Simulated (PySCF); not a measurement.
Two structures of AlH₃OF₂, closed shell, reached by relaxing down either side of one saddle point (PBE0-D4/def2-TZVP). Energies are electronic, without zero-point energy. Computed with PySCF 2.14 with density fitting (its default auxiliary sets; JK sets also for MP2 and CCSD(T)) (basis: def2-TZVPP and def2-QZVPP); correlated methods freeze the cores. Extrapolation: Hartree–Fock as exp(−7.88 √X), correlation as X^−2.97. First:

```
7
angstrom
Al -0.4021 -0.0984 -0.5141
O 1.2366 0.2300 -0.6951
F -0.9367 -1.6310 -0.7359
F -1.5189 1.0991 -0.3832
H 0.0970 -0.3056 1.5937
H -0.6386 -0.4757 1.6390
H 1.5979 1.1121 -0.7562
```

Second:

```
7
angstrom
Al -0.7735 -0.3590 -0.1703
O 1.0400 0.1832 0.3795
F -0.4759 -1.6171 -1.2015
F -1.0538 1.1211 -0.8870
H 1.2752 0.0874 1.3085
H -1.4647 -0.6782 1.2100
H 1.1784 1.1032 0.1191
```

Q: Which bonds change from the first to the second?

A: AlHOF₂ ([OH][Al]([F])[F]) + H₂ → AlHF₂ ([F][AlH][F]) + H₂O (still joined by a long Al–O bond); bonds formed: Al1–H6, O2–H5; bonds broken: H5–H6; bonds weakened to dative contacts: Al1–O2.

Q: Give the saddle point's structure and its height above each. (Judge from chemistry; the value comes from the calculation.)

A: By the calculation: 25.08 kcal/mol above the first and 21.10 kcal/mol above the second (CCSD(T) at an estimated basis limit (MP2 extrapolated from triple and quadruple zeta, plus CCSD(T) − MP2 in triple zeta)).
Al1  (-0.598, -0.207, -0.313)
O2  (1.172, 0.142, -0.124)
F3  (-0.970, -1.630, -1.036)
F4  (-1.479, 1.143, -0.633)
H5  (0.624, -0.070, 0.964)
H6  (-0.300, -0.394, 1.392)
H7  (1.551, 1.017, -0.250)
(Å)

No T1 diagnostic of these runs exceeds 0.013.

Labels in which every atom is bracketed show which atoms are joined, not bond orders.

For scale, one of the runs: CCSD(T)/def2-TZVPP, 177 basis functions, launched by `OMP_NUM_THREADS=4 python run.py`. The run took 4.4 min on 4 CPU threads of an Arm Neoverse V1 (shared host), with 2 GiB of host memory at its peak.
